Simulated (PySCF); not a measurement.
## RuCl₂ + 2 O₂ → RuO₄ + Cl₂

Level: PBE0 in the def2-SVP basis family, computed in PySCF with density fitting; scalar-relativistic core potentials for atoms from Rb on, none lighter, no spin–orbit coupling; open shells unrestricted.

```tsv
species	state and structure	E (Eh)	ZPE (kJ/mol)	H(298 K) − H(0) (kJ/mol)	S° (J/(mol K))
RuCl₂	quintet, D∞h, Ru–Cl 2.255 Å (×2)	-1014.73152	5.4	14.6	303.6
O₂	triplet, D∞h, O–O 1.188 Å	-150.05231	10.6	8.7	204.8
RuO₄	singlet, Td, Ru–O 1.664 Å (×4)	-395.12400	35.3	14.8	284.5
Cl₂	singlet, D∞h, Cl–Cl 2.025 Å	-919.76210	3.2	9.2	223.2
```

Problem. What is the electronic reaction energy?

Solution. At PBE0/def2-SVP, ΔE = -131.2 kJ/mol from the differences of the total energies times 2625.5, downhill. 

Problem. Add zero-point, thermal and entropy terms for 298.15 K and 1 bar.

Solution. ΔZPE = 11.9 and Δ[H(298) − H(0)] = -8.0 kJ/mol give ΔH° = -127.3 kJ/mol. ΔS° = -205.5 J/(mol K), so ΔG° = -127.3 − 298.15 × (-0.2055) = -66 kJ/mol and log₁₀K = 11.6. ΔG° would change sign near 620 K if ΔH° and ΔS° stayed fixed.

Open d or f shells are single determinants, so the state found may not be the ground state. Only the bonding shown was studied: isomers, or loss of a ligand pair, can lie lower.
